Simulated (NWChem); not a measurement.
System: C₂H₉NSi; SMILES C[SiH2]CN

The following NWChem deck was run.

```
start job
memory heap 200 mb stack 900 mb global 1100 mb
geometry units angstroms noautoz
  C      0.977457     1.600073     0.112065
  Si    -0.634871     0.659249    -0.133242
  C     -0.453830    -1.149325     0.406202
  N      0.669455    -1.773905    -0.275173
  H      1.288642     1.591750     1.168656
  H      0.870312     2.650452    -0.199535
  H      1.784518     1.155301    -0.491351
  H     -1.721454     1.296147     0.681090
  H     -1.036031     0.717480    -1.573122
  H     -0.433659    -1.207376     1.517333
  H     -1.387033    -1.654808     0.101266
  H      1.549533    -1.376198     0.046180
  H      0.717749    -2.769951    -0.069399
end
basis spherical
  * library def2-svp
end
dft
  xc m06-l
  iterations 150
  mulliken
end
task dft gradient
```

Output (shortened):

```
             Northwest Computational Chemistry Package (NWChem) 7.3.0
             --------------------------------------------------------

 C1  symmetry detected

                             Geometry "geometry" -> ""
                             -------------------------

 Output coordinates in angstroms (scale by  1.889725989 to convert to a.u.)

  No.       Tag          Charge          X              Y              Z
 ---- ---------------- ---------- -------------- -------------- --------------
    1 C                    6.0000     0.98251963     1.58819750     0.13290739
    2 Si                  14.0000    -0.63516197     0.67054864    -0.16027128
    3 C                    6.0000    -0.49376729    -1.14225541     0.37681774
    4 N                    7.0000     0.63919045    -1.77981897    -0.27591553
    5 H                    1.0000     1.26438299     1.57182959     1.19760220
    6 H                    1.0000     0.89835459     2.64105473    -0.17738046
    7 H                    1.0000     1.79971636     1.13450178    -0.44987057
    8 H                    1.0000    -1.73492356     1.31945034     0.62642391
    9 H                    1.0000    -0.99573344     0.73942263    -1.61038134
   10 H                    1.0000    -0.50496053    -1.20453214     1.48784663
   11 H                    1.0000    -1.42505299    -1.63374892     0.04439038
   12 H                    1.0000     1.51545134    -1.39541726     0.07103991
   13 H                    1.0000     0.66818569    -2.77716156    -0.07281479

 Effective nuclear repulsion energy (a.u.)     173.3629342393

                                 NWChem DFT Module
                                 -----------------

 Summary of "ao basis" -> "ao basis" (spherical)
 ------------------------------------------------------------------------------
       Tag                 Description            Shells   Functions and Types
 ---------------- ------------------------------  ------  ---------------------
 C                          def2-svp                 6       14   3s2p1d
 Si                         def2-svp                 8       18   4s3p1d
 N                          def2-svp                 6       14   3s2p1d
 H                          def2-svp                 3        5   2s1p

            General Information
            -------------------
          SCF calculation type: DFT
          Wavefunction type:  closed shell.
          No. of atoms     :    13
          No. of electrons :    42
           Alpha electrons :    21
            Beta electrons :    21
          Charge           :     0
          Spin multiplicity:     1
          Use of symmetry is: off; symmetry adaption is: off
          Maximum number of iterations: 150
          AO basis - number of functions:   105
                     number of shells:    53
          Convergence on energy requested:  1.00D-06
          Convergence on density requested:  1.00D-05
          Convergence on gradient requested:  5.00D-04

              XC Information
              --------------
                        M06-L Method XC Functional
                         M06-L Exchange Functional  1.000
                       M06-L Correlation Potential  1.000

             Grid Information
             ----------------
          Grid used for XC integration:  medium
          Radial quadrature: Mura-Knowles
          Angular quadrature: Lebedev.
          Tag              B.-S. Rad. Rad. Pts. Rad. Cut. Ang. Pts.
          ---              ---------- --------- --------- ---------
          C                   0.70       49          11.0       434
          Si                  1.10       88          10.0       590
          N                   0.65       49          11.0       434
          H                   0.35       45          13.0       434
          Grid pruning is: on
          Number of quadrature shells:   640
          Spatial weights used:  Erf1

      Superposition of Atomic Density Guess
      -------------------------------------

 Sum of atomic energies:        -422.72585805

      Non-variational initial energy
      ------------------------------

 Total energy =    -425.054812
 1-e energy   =    -923.319600
 2-e energy   =     324.901854
 HOMO         =      -0.297946
 LUMO         =       0.066545

     ---------------------------------------------
      Total Density - Mulliken Population Analysis
     ---------------------------------------------

    Atom       Charge   Shell Charges
 -----------   ------   -------------------------------------------------------
    1 C    6     6.60   1.99  0.96  0.28  2.12  1.23  0.01
    2 Si  14    13.47   2.00  1.99  1.00  0.26  5.94  1.12  0.98  0.18
    3 C    6     6.28   1.99  0.95  0.26  1.97  1.07  0.04
    4 N    7     7.55   1.99  1.04  0.46  2.49  1.56  0.02
    5 H    1     0.86   0.65  0.19  0.03
    6 H    1     0.86   0.65  0.18  0.03
    7 H    1     0.86   0.65  0.19  0.03
    8 H    1     1.08   0.70  0.37  0.01
    9 H    1     1.08   0.71  0.37  0.01
   10 H    1     0.90   0.68  0.20  0.02
   11 H    1     0.89   0.68  0.19  0.02
   12 H    1     0.78   0.61  0.13  0.04
   13 H    1     0.78   0.61  0.13  0.04

   convergence    iter        energy       DeltaE   RMS-Dens  Diis-err
 ---------------- ----- ----------------- --------- --------- ---------
 d= 0,ls=0.0,diis     1   -425.6214611242 -5.99D+02  7.64D-03  3.08D-01
 d= 0,ls=0.0,diis     2   -425.6404166697 -1.90D-02  4.62D-03  1.90D-01
 d= 0,ls=0.0,diis     3   -425.6532917858 -1.29D-02  1.34D-03  4.64D-02
 d= 0,ls=0.0,diis     4   -425.6584140456 -5.12D-03  4.90D-04  7.22D-04
 d= 0,ls=0.0,diis     5   -425.6585105618 -9.65D-05  1.72D-04  1.60D-04
  Resetting Diis
 d= 0,ls=0.0,diis     6   -425.6585270267 -1.65D-05  4.80D-05  4.48D-05
 d= 0,ls=0.0,diis     7   -425.6585329479 -5.92D-06  2.13D-05  1.15D-06
 d= 0,ls=0.0,diis     8   -425.6585329512 -3.34D-09  9.50D-06  1.20D-06

         Total DFT energy =     -425.658532951193
      One electron energy =     -928.025590004719
           Coulomb energy =      371.053672956856
    Exchange-Corr. energy =      -42.049550142628
 Nuclear repulsion energy =      173.362934239299

 Numeric. integr. density =       41.999974951041

                       DFT Final Molecular Orbital Analysis
                       ------------------------------------

 Vector   19  Occ=2.000000D+00  E=-2.900939D-01
              MO Center= -1.8D-01,  6.9D-01, -3.4D-01, r^2= 3.4D+00
   Bfn.  Coefficient  Atom+Function         Bfn.  Coefficient  Atom+Function
  ----- ------------  ---------------      ----- ------------  ---------------
    81      0.286446   9 H  s                 4      0.273572   1 C  px
    22     -0.215087   2 Si px               37     -0.163352   3 C  py
    24     -0.160416   2 Si pz                7      0.159112   1 C  px
    25     -0.151889   2 Si px               82      0.144834   9 H  s
    61      0.141968   5 H  s                19      0.121287   2 Si px

 Vector   20  Occ=2.000000D+00  E=-2.759719D-01
              MO Center= -1.3D-01, -2.1D-01,  1.2D-01, r^2= 3.5D+00
   Bfn.  Coefficient  Atom+Function         Bfn.  Coefficient  Atom+Function
  ----- ------------  ---------------      ----- ------------  ---------------
    37      0.365030   3 C  py               23     -0.242138   2 Si py
    91     -0.210445  11 H  s                40      0.206746   3 C  py
     4      0.196041   1 C  px                5      0.178102   1 C  py
    26     -0.146041   2 Si py               20      0.134896   2 Si py
    52      0.129811   4 N  pz               66      0.129867   6 H  s

 Vector   21  Occ=2.000000D+00  E=-1.992677D-01
              MO Center=  3.7D-01, -1.5D+00, -2.0D-01, r^2= 1.8D+00
   Bfn.  Coefficient  Atom+Function         Bfn.  Coefficient  Atom+Function
  ----- ------------  ---------------      ----- ------------  ---------------
    52      0.496438   4 N  pz               55     -0.413436   4 N  pz
    49      0.292066   4 N  s                86      0.226149  10 H  s
    48      0.164979   4 N  s                87      0.158958  10 H  s
    38      0.156957   3 C  pz               35     -0.129148   3 C  s
    17     -0.119190   2 Si s                18      0.116629   2 Si s

 Vector   22  Occ=0.000000D+00  E= 4.451160D-02
              MO Center=  3.7D-01, -3.9D-01,  9.3D-02, r^2= 6.7D+00
   Bfn.  Coefficient  Atom+Function         Bfn.  Coefficient  Atom+Function
  ----- ------------  ---------------      ----- ------------  ---------------
     3      1.380343   1 C  s                49      0.855533   4 N  s
    25     -0.816889   2 Si px              102     -0.559107  13 H  s
    97     -0.471377  12 H  s                67     -0.467770   6 H  s
    77     -0.468907   8 H  s                62     -0.412771   5 H  s
    35      0.403964   3 C  s                72     -0.360817   7 H  s

 Vector   23  Occ=0.000000D+00  E= 5.965624D-02
              MO Center= -7.4D-01,  6.0D-01, -9.0D-02, r^2= 4.8D+00
   Bfn.  Coefficient  Atom+Function         Bfn.  Coefficient  Atom+Function
  ----- ------------  ---------------      ----- ------------  ---------------
    35      1.589981   3 C  s                26      1.379147   2 Si py
     3     -0.953020   1 C  s                87     -0.518629  10 H  s
    92     -0.392182  11 H  s                72      0.382654   7 H  s
    77     -0.382782   8 H  s                40      0.328294   3 C  py
    62      0.248277   5 H  s                23      0.198712   2 Si py

 Vector   24  Occ=0.000000D+00  E= 7.340957D-02
              MO Center= -3.9D-01,  3.5D-01, -4.3D-02, r^2= 5.3D+00
   Bfn.  Coefficient  Atom+Function         Bfn.  Coefficient  Atom+Function
  ----- ------------  ---------------      ----- ------------  ---------------
    27      1.367012   2 Si pz               82      1.182130   9 H  s
     3     -0.735352   1 C  s                35     -0.504237   3 C  s
    77     -0.462436   8 H  s               102     -0.452754  13 H  s
    49      0.443277   4 N  s                72      0.421155   7 H  s
    25      0.285815   2 Si px               92      0.275258  11 H  s

     ---------------------------------------------
      Total Density - Mulliken Population Analysis
     ---------------------------------------------

    Atom       Charge   Shell Charges
 -----------   ------   -------------------------------------------------------
    1 C    6     6.41   1.99  0.89  0.33  2.09  1.09  0.01
    2 Si  14    13.50   2.00  1.99  1.04  0.16  5.93  1.30  0.87  0.22
    3 C    6     6.19   1.99  0.92  0.25  2.07  0.93  0.04
    4 N    7     7.32   1.99  1.01  0.49  2.40  1.41  0.02
    5 H    1     0.92   0.74  0.15  0.03
    6 H    1     0.91   0.74  0.14  0.03
    7 H    1     0.92   0.74  0.15  0.03
    8 H    1     1.11   0.76  0.34  0.01
    9 H    1     1.09   0.76  0.32  0.01
   10 H    1     0.95   0.76  0.17  0.02
   11 H    1     0.93   0.76  0.14  0.02
   12 H    1     0.88   0.73  0.10  0.05
   13 H    1     0.88   0.73  0.10  0.05

     -------------------------------------------
      Total Density - Lowdin Population Analysis
     -------------------------------------------

    Atom       Charge   Shell Charges
 -----------   ------   -------------------------------------------------------
    1 C    6     6.27   1.97  0.60  0.34  1.88  1.44  0.04
    2 Si  14    13.46   2.00  1.93  0.65  0.31  5.82  1.33  1.09  0.33
    3 C    6     6.16   1.96  0.61  0.33  1.88  1.29  0.09
    4 N    7     7.14   1.97  0.74  0.44  2.22  1.73  0.04
    5 H    1     0.96   0.64  0.26  0.07
    6 H    1     0.96   0.64  0.25  0.07
    7 H    1     0.96   0.64  0.26  0.07
    8 H    1     1.12   0.66  0.43  0.02
    9 H    1     1.11   0.66  0.42  0.02
   10 H    1     1.00   0.66  0.27  0.07
   11 H    1     0.97   0.65  0.25  0.07
   12 H    1     0.95   0.62  0.20  0.12
   13 H    1     0.94   0.62  0.20  0.12

     Multipole analysis of the density
     ---------------------------------

     L   x y z        total         alpha         beta         nuclear
     -   - - -        -----         -----         ----         -------
     0   0 0 0     -0.000000    -21.000000    -21.000000     42.000000

     1   1 0 0      0.353198      0.176599      0.176599      0.000000
     1   0 1 0     -0.262529     -0.131264     -0.131264     -0.000000
     1   0 0 1      0.530377      0.265188      0.265188     -0.000000

     2   2 0 0    -25.271559    -66.983525    -66.983525    108.695492
     2   1 1 0      0.221250     -1.965771     -1.965771      4.152792
     2   1 0 1      0.715208      0.064469      0.064469      0.586269
     2   0 2 0    -23.708891   -151.540830   -151.540830    279.372769
     2   0 1 1     -1.549785      0.305865      0.305865     -2.161515
     2   0 0 2    -27.454808    -29.315632    -29.315632     31.176456

            General Information
            -------------------
          SCF calculation type: DFT
          Wavefunction type:  closed shell.
          No. of atoms     :    13
          No. of electrons :    42
           Alpha electrons :    21
            Beta electrons :    21
          Charge           :     0
          Spin multiplicity:     1
          Use of symmetry is: off; symmetry adaption is: off
          Maximum number of iterations: 150
          AO basis - number of functions:   105
                     number of shells:    53
          Convergence on energy requested:  1.00D-06
          Convergence on density requested:  1.00D-05
          Convergence on gradient requested:  5.00D-04

              XC Information
              --------------
                        M06-L Method XC Functional
                         M06-L Exchange Functional  1.000
                       M06-L Correlation Potential  1.000

             Grid Information
             ----------------
          Grid used for XC integration:  medium
          Radial quadrature: Mura-Knowles
          Angular quadrature: Lebedev.
          Tag              B.-S. Rad. Rad. Pts. Rad. Cut. Ang. Pts.
          ---              ---------- --------- --------- ---------
          C                   0.70       49          11.0       434
          Si                  1.10       88          10.0       590
          N                   0.65       49          11.0       434
          H                   0.35       45          13.0       434
          Grid pruning is: on
          Number of quadrature shells:   640
          Spatial weights used:  Erf1

[...]

                         DFT ENERGY GRADIENTS

    atom               coordinates                        gradient
                 x          y          z           x          y          z
   1 C       1.856693   3.001258   0.251159    0.002622   0.001527   0.000654
   2 Si     -1.200282   1.267153  -0.302869    0.000032  -0.000461  -0.000242
   3 C      -0.933085  -2.158550   0.712082    0.000248  -0.003104   0.000395
   4 N       1.207895  -3.363370  -0.521405    0.000318   0.000067   0.002146
   5 H       2.389337   2.970327   2.263140   -0.000269  -0.000362   0.001565
   6 H       1.697644   4.990870  -0.335200   -0.000967   0.001399  -0.000726
   7 H       3.400971   2.143898  -0.850132    0.000598  -0.001072  -0.001017
   8 H      -3.278530   2.493400   1.183770   -0.001422   0.000803   0.001004
   9 H      -1.881663   1.397306  -3.043179   -0.000620   0.000222  -0.001767
  10 H      -0.954237  -2.276236   2.811622    0.000713   0.000713   0.000423
  11 H      -2.692960  -3.087338   0.083886   -0.001170   0.000247  -0.000943
  12 H       2.863788  -2.636956   0.134246    0.000400   0.000587  -0.000670
  13 H       1.262688  -5.248074  -0.137600   -0.000484  -0.000565  -0.000822
```

Level: M06-L/def2-SVP. The geometry was optimised at PBE0/def2-SVP.
